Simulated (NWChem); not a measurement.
All runs are NWChem calculations. System: 1,3,5-trisilacyclohexane (C₃H₁₂Si₃), charge 0, spin multiplicity 1, at a geometry optimised with PBE/def2-SVP. Level: G0W0@CAM-B3LYP/def2-SVP, RI basis def2-svp-rifit.

The NWChem input:

```
start mol
memory heap 200 mb stack 700 mb global 1700 mb
geometry units angstroms nocenter noautoz
  C      0.670425    -0.707047     1.553445
  Si     0.475915    -1.781667     0.000000
  C      0.670425    -0.707047    -1.553445
  Si    -0.486813     0.797886    -1.590147
  C     -0.271989     1.813165     0.000000
  Si    -0.486813     0.797886     1.590147
  H      1.722438    -0.348589     1.608406
  H      0.498841    -1.328976     2.458405
  H      1.493567    -2.897162     0.000000
  H     -0.895221    -2.410967     0.000000
  H      1.722438    -0.348589    -1.608406
  H      0.498841    -1.328976    -2.458405
  H     -0.203454     1.651498    -2.802990
  H     -1.915531     0.323143    -1.686075
  H     -0.993616     2.658430     0.000000
  H      0.745472     2.263669     0.000000
  H     -1.915531     0.323143     1.686075
  H     -0.203454     1.651498     2.802990
  symmetry group Cs
end
basis spherical
  * library def2-svp
end
basis "ri basis" bse spherical
  * library def2-svp-rifit
end
dft
  xc xcamb88 1.00 lyp 0.81 vwn_5 0.19 hfexch 1.00
  cam 0.33 cam_alpha 0.19 cam_beta 0.46
  direct
  iterations 100
  tolerances tight
end
task dft energy
gw
  method cdgw
  states alpha occ 4 vir 2
end
task dft gw
```

NWChem printed:

```
             Northwest Computational Chemistry Package (NWChem) 7.3.0
             --------------------------------------------------------

                                NWChem Input Module
                                -------------------

 Scaling coordinates for geometry "geometry" by  1.889725989
 (inverse scale =  0.529177249)

 Turning off AUTOSYM since
 SYMMETRY directive was detected!

                             Geometry "geometry" -> ""
                             -------------------------

 Output coordinates in angstroms (scale by  1.889725989 to convert to a.u.)

  No.       Tag          Charge          X              Y              Z
 ---- ---------------- ---------- -------------- -------------- --------------
    1 C                    6.0000     0.67042500    -0.70704700     1.55344500
    2 Si                  14.0000     0.47591500    -1.78166700     0.00000000
    3 C                    6.0000     0.67042500    -0.70704700    -1.55344500
    4 Si                  14.0000    -0.48681300     0.79788600    -1.59014700
    5 C                    6.0000    -0.27198900     1.81316500     0.00000000
    6 Si                  14.0000    -0.48681300     0.79788600     1.59014700
    7 H                    1.0000     1.72243800    -0.34858900     1.60840600
    8 H                    1.0000     0.49884100    -1.32897600     2.45840500
    9 H                    1.0000     1.49356700    -2.89716200     0.00000000
   10 H                    1.0000    -0.89522100    -2.41096700     0.00000000
   11 H                    1.0000     1.72243800    -0.34858900    -1.60840600
   12 H                    1.0000     0.49884100    -1.32897600    -2.45840500
   13 H                    1.0000    -0.20345400     1.65149800    -2.80299000
   14 H                    1.0000    -1.91553100     0.32314300    -1.68607500
   15 H                    1.0000    -0.99361600     2.65843000     0.00000000
   16 H                    1.0000     0.74547200     2.26366900     0.00000000
   17 H                    1.0000    -1.91553100     0.32314300     1.68607500
   18 H                    1.0000    -0.20345400     1.65149800     2.80299000

 Effective nuclear repulsion energy (a.u.)     445.5018764695

            Nuclear Dipole moment (a.u.)
            ----------------------------
        X                 Y               Z
 ---------------- ---------------- ----------------
     0.0000037795     0.0000340151    -0.0000000000

      Symmetry information
      --------------------

 Group name             Cs
 Group number              2
 Group order               2
 No. of unique centers    12

      Symmetry unique atoms

     1    2    4    5    7    8    9   10   13   14   15   16


 Summary of "ao basis" -> "" (spherical)
 ------------------------------------------------------------------------------
       Tag                 Description            Shells   Functions and Types
 ---------------- ------------------------------  ------  ---------------------
 *                          def2-svp                  on all atoms

 new library libraries.bse/

 Summary of "ri basis" -> "" (spherical)
 ------------------------------------------------------------------------------
       Tag                 Description            Shells   Functions and Types
 ---------------- ------------------------------  ------  ---------------------
 *                       def2-svp-rifit               on all atoms

                                 NWChem DFT Module
                                 -----------------
[...]
  ----- ------------  ---------------      ----- ------------  ---------------
   107      0.245306   9 H  s                 5      0.236337   1 C  py
    37      0.236337   3 C  py              108      0.174977   9 H  s
    23     -0.160091   2 Si py               55     -0.154713   4 Si py
    87     -0.154713   6 Si py               69      0.148318   5 C  py
     8      0.139971   1 C  py               40      0.139971   3 C  py

 Vector   37  Occ=0.000000D+00  E= 6.542876D-02  Symmetry=a'
              MO Center=  1.4D-01,  5.2D-02, -1.7D-15, r^2= 7.5D+00
   Bfn.  Coefficient  Atom+Function         Bfn.  Coefficient  Atom+Function
  ----- ------------  ---------------      ----- ------------  ---------------
     3      1.010760   1 C  s                35      1.010760   3 C  s
    67      1.010501   5 C  s                26     -0.600561   2 Si py
    59     -0.549059   4 Si pz               91      0.549059   6 Si pz
   108     -0.551458   9 H  s               128     -0.551272  13 H  s
   153     -0.551272  18 H  s                98     -0.481011   7 H  s

 Vector   38  Occ=0.000000D+00  E= 7.803618D-02  Symmetry=a'
              MO Center= -3.0D-01,  6.2D-01,  5.4D-10, r^2= 8.3D+00
   Bfn.  Coefficient  Atom+Function         Bfn.  Coefficient  Atom+Function
  ----- ------------  ---------------      ----- ------------  ---------------
    67      1.782558   5 C  s                 3     -0.890769   1 C  s
    35     -0.890769   3 C  s                58     -0.732227   4 Si py
    90     -0.732227   6 Si py               59     -0.557540   4 Si pz
    91      0.557540   6 Si pz               26      0.451592   2 Si py
   138     -0.412993  15 H  s               143     -0.405207  16 H  s

 Vector   39  Occ=0.000000D+00  E= 7.803972D-02  Symmetry=a"
              MO Center=  1.8D-01, -6.6D-01, -5.4D-10, r^2= 8.3D+00
   Bfn.  Coefficient  Atom+Function         Bfn.  Coefficient  Atom+Function
  ----- ------------  ---------------      ----- ------------  ---------------
     3      1.543385   1 C  s                35     -1.543385   3 C  s
    27     -1.004072   2 Si pz               57      0.627849   4 Si px
    89     -0.627849   6 Si px               58     -0.360175   4 Si py
    90      0.360175   6 Si py              103     -0.357282   8 H  s
   123      0.357282  12 H  s                98     -0.350982   7 H  s

 center of mass
 --------------
 x =  -0.00771440 y =  -0.00289373 z =  -0.00000000

 moments of inertia (a.u.)
 ------------------
        1608.258518321866         251.295104143707           0.000000000000
         251.295104143707        1029.197128162771           0.000000000000
           0.000000000000           0.000000000000         935.037319694024

     Multipole analysis of the density
     ---------------------------------

     L   x y z        total         alpha         beta         nuclear
     -   - - -        -----         -----         ----         -------
     0   0 0 0      0.000000    -36.000000    -36.000000     72.000000

     1   1 0 0      0.431044      0.215520      0.215520      0.000004
     1   0 1 0      0.160970      0.080468      0.080468      0.000034
     1   0 0 1     -0.000000     -0.000000     -0.000000     -0.000000

     2   2 0 0    -47.723516    -84.698067    -84.698067    121.672618
     2   1 1 0      0.212045     69.658531     69.658531   -139.105017
     2   1 0 1     -0.000000     -0.000000     -0.000000      0.000000
     2   0 2 0    -48.214412   -245.205017   -245.205017    442.195622
     2   0 1 1      0.000000      0.000000      0.000000      0.000000
     2   0 0 2    -48.292743   -271.297660   -271.297660    494.302578

 Task  times  cpu:      143.8s     wall:      143.8s

                                NWChem Input Module
                                -------------------

                                 NWChem GW Module
                                 ----------------

                             ***********************
                             ***        GW       ***
                             ***********************

 Summary of "ri basis" -> "ri basis" (spherical)
 ------------------------------------------------------------------------------
       Tag                 Description            Shells   Functions and Types
 ---------------- ------------------------------  ------  ---------------------
 C                       def2-svp-rifit             16       48   6s5p4d1f
 Si                      def2-svp-rifit             20       62   8s5p5d2f
 H                       def2-svp-rifit              6       14   3s2p1d

  int_init: cando_txs set to always be  F
  int_init: cando_txs set to always be  F

                 Memory Information
                 ------------------
          Available GA per process is          1699.8 MBs
          Available stack per process is        700.0 MBs
          Available heap per process is           0.0 MBs

          Peak memory in Initialization
              Peak GA per process is                 24.4 MBs
              Peak stack per process is               0.2 MBs
              Peak heap per process is               25.1 MBs
              Memory not in MA per process            0.0 MBs

          Peak memory in CDGW Calculation
              Peak GA per process is                 28.5 MBs
              Peak stack per process is               3.8 MBs
              Peak heap per process is                3.8 MBs
              Memory not in MA per process            0.0 MBs

          Computing 2-center integrals
          Computing Inverse Cholesky factor
          Computing 3-center integrals
          Computing Vxc

          Computing Sigma_x
          Computing W(iw) on the imaginary grid
          Solving quasiparticle equations

                  Alpha Orbitals
          State     Energy (eV)     Error (eV)
          -----------------------------------
@GW        33        -10.585           0.002
@GW        34        -11.235           0.003
@GW        35        -10.060           0.004
@GW        36        -10.059           0.005
@GW        37          2.876           0.003
@GW        38          3.300           0.002

     GW Timing Statistics
   ------------------------
   Init.   :          0.0s
     ERIs  :          4.0s
     Distr.:          0.1s
     Vxc   :         14.2s
   Vmo     :          0.0s
   iW      :          7.8s
   I_n     :          0.0s
   R_n     :          0.8s
   GW total:         27.0s

 Task  times  cpu:       27.0s     wall:       27.0s

 Total times  cpu:      170.8s     wall:      170.8s
```
